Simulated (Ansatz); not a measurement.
Input file for C$_{3}$H$_{8}$MgO$_{2}$, SMILES `CC(C)[O][Mg][OH]`:

```yaml
crystal:
  periodic: [false, false, false]
  atoms:
    - {symbol: C, position_ang: [-0.397417, -0.036553, 1.725226]}
    - {symbol: C, position_ang: [0.085109, -0.703275, 0.446359]}
    - {symbol: C, position_ang: [1.602444, -0.672450, 0.348738]}
    - {symbol: O, position_ang: [-0.487675, -0.106324, -0.661108]}
    - {symbol: Mg, position_ang: [-1.090166, 0.852962, -2.009364]}
    - {symbol: O, position_ang: [-1.638076, 1.820339, -3.380231]}
    - {symbol: H, position_ang: [-0.084560, 1.012224, 1.742176]}
    - {symbol: H, position_ang: [-1.487780, -0.070366, 1.782622]}
    - {symbol: H, position_ang: [0.009225, -0.530239, 2.612121]}
    - {symbol: H, position_ang: [-0.226214, -1.761209, 0.482797]}
    - {symbol: H, position_ang: [1.956344, 0.363285, 0.337291]}
    - {symbol: H, position_ang: [2.068614, -1.184861, 1.194780]}
    - {symbol: H, position_ang: [1.933384, -1.158361, -0.571966]}
    - {symbol: H, position_ang: [-2.256131, 2.145629, -4.020543]}
basis:
  gaussian: {orbitals: def2-TZVPP}
correlation: {method: ccsd_t}
output: {orbitals: {seedname: orbitals}}
```

```sh
$ ansatz run in.yaml --threads 4 --pin off --events-out ev --progress --plain --max-ram 11315MiB
```

Log, shortened:

```
Functional definition: HF
1864 factors; integrals over basis functions are off by at most 1.2e-3 eV
mean field evaluation 1: about -12721.3884 eV, gradient 6.2e1 eV
mean field evaluation 2: about -12721.6065 eV, gradient 6.2e1 eV
mean field evaluation 4: about -12729.1898 eV, gradient 5.0e0 eV
mean field evaluation 8: about -12729.2889 eV, gradient 3.2e-1 eV
mean field evaluation 16: about -12729.2895 eV, gradient 1.1e-6 eV
mean field -12729.28947289 eV, -467.7927599063 hartree, gradient 1.1e-6 eV, S^2 0.000000; 0 other end points of the search recorded, 0 dependent functions left out
6 core orbitals not correlated: weight in the atoms' cores, before any rotation towards them, 1.000 or more for the frozen orbitals, at most 0.000 for the correlated occupied ones
reference -12729.28947289 eV, -467.7927599063 hartree; 21, 21 occupied and 272, 272 virtual orbitals, 1864 factors
second order -32.94482084 eV of doubles, -0.00000000 eV of singles
cycle   1  -33.20911201 eV  change   -2.6e-1 eV  update   1.2e-1
cycle   2  -33.85041464 eV  change   -6.4e-1 eV  update   3.5e-2
cycle   3  -34.02834193 eV  change   -1.8e-1 eV  update   1.8e-2
cycle   4  -34.01839760 eV  change    9.9e-3 eV  update   4.6e-3
cycle   5  -34.01584378 eV  change    2.6e-3 eV  update   2.2e-3
cycle   6  -34.01683351 eV  change   -9.9e-4 eV  update   7.2e-4
cycle   7  -34.01653832 eV  change    3.0e-4 eV  update   2.7e-4
cycle   8  -34.01640729 eV  change    1.3e-4 eV  update   9.0e-5
cycle   9  -34.01641989 eV  change   -1.3e-5 eV  update   3.9e-5
perturbative correction -1.12294686 eV, -0.0412675361 hartree
Total energy: -12764.42883964 eV, -469.0841078160 hartree
```

It took 19 min on 4 threads of an Arm Neoverse V2 on a shared host, with 5 GiB of host memory at the peak.

The correlation energy is -35.139 eV, 3.2 % of it from (T); the T1 diagnostic reads 0.0110.
